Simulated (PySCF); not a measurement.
SiF₂Cl₂, SMILES F[Si](F)(Cl)Cl. The structure is a stationary point at B3LYP-D3(BJ)/def2-SVP.

Computed with B3LYP-D3(BJ)/def2-SVP (PySCF).

Harmonic wavenumbers (cm⁻¹): 167, 199, 268, 301, 309, 510, 662, 910, 991. Rotational constants (GHz): 2.897, 1.916, 1.622; symmetry number 2.

### Question
Work out the zero-point energy and the ideal-gas rigid-rotor harmonic-oscillator thermochemistry at 298.15 K and 1 atm.

### Answer
ZPE = ½ Σ hcν = ½ × 4319 cm⁻¹ = 25.83 kJ/mol. H − E(el) = 43.36 kJ/mol. Entropy in J/(mol K): translation 170.10, rotation 111.26, vibration 42.72, total 324.09. G − E(el) = -53.27 kJ/mol. Cp = 82.58 J/(mol K).
